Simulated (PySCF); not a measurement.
A structure optimised at GFN2-xTB (Å):
```
atom  x, y, z in Å
C1     2.2020    0.0900    0.0199
C2     0.7212    0.0229    0.2785
C3    -0.1673    1.1620   -0.1968
C4    -1.5934    0.6120   -0.0425
C5    -1.4737   -0.9099   -0.2186
C6    -0.0733   -1.2092    0.2722
O7     0.2795   -0.5729    1.4735
H8     2.6941   -0.7861    0.4343
H9     2.6225    0.9781    0.4876
H10    2.3906    0.1343   -1.0509
H11   -0.0163    2.0697    0.3861
H12    0.0654    1.3735   -1.2421
H13   -1.9534    0.8272    0.9630
H14   -2.2830    1.0541   -0.7589
H15   -2.2352   -1.4470    0.3452
H16   -1.5453   -1.1974   -1.2693
H17    0.3586   -2.1892    0.1090
```

Charge 0, singlet.

**Question.** Read off the bonds between heavy atoms and their formal orders.

**Answer.** C1–C2 1.50 Å (single); C2–C3 1.52 Å (single); C3–C4 1.54 Å (single); C4–C5 1.54 Å (single); C5–C6 1.51 Å (single); C6–O7 1.40 Å (single); C2–C6 1.47 Å (single); C2–O7 1.41 Å (single). Bonds to hydrogen (Å): C1–H8 1.09; C1–H9 1.09; C1–H10 1.09; C3–H11 1.09; C3–H12 1.09; C4–H13 1.09; C4–H14 1.09; C5–H15 1.09; C5–H16 1.09; C6–H17 1.08.

**Question.** Write the SMILES.

**Answer.** `C[C@@]12CCC[C@@H]1O2`, C6H10O. Among its features: ether and epoxide.

**Question.** Name the point group.

**Answer.** C1 (no symmetry element, even within 0.4 Å).

**Question.** Which rings does it hold (smallest set)?

**Answer.** C2–C6–O7 (3 members); C2–C3–C4–C5–C6 (5 members, 0.13 Å rms from planarity).

**Question.** Describe the place of each heavy atom.

**Answer.** C1: methyl carbon; C2: sp3 carbon bound to oxygen; C3: ring CH2 carbon; C4: ring CH2 carbon; C5: ring CH2 carbon; C6: sp3 carbon bound to oxygen; O7: epoxide oxygen.

**Question.** What is the arrangement about C1?

**Answer.** It has 4 neighbours (C2, H8, H9, H10) and is tetrahedral (angles from 108.6° to 110.1°).

**Question.** What is the arrangement about C3?

**Answer.** It has 4 neighbours (C2, C4, H11, H12) and is distorted tetrahedral (angles from 104.0° to 112.1°).

The numbers are calculated, not measured.
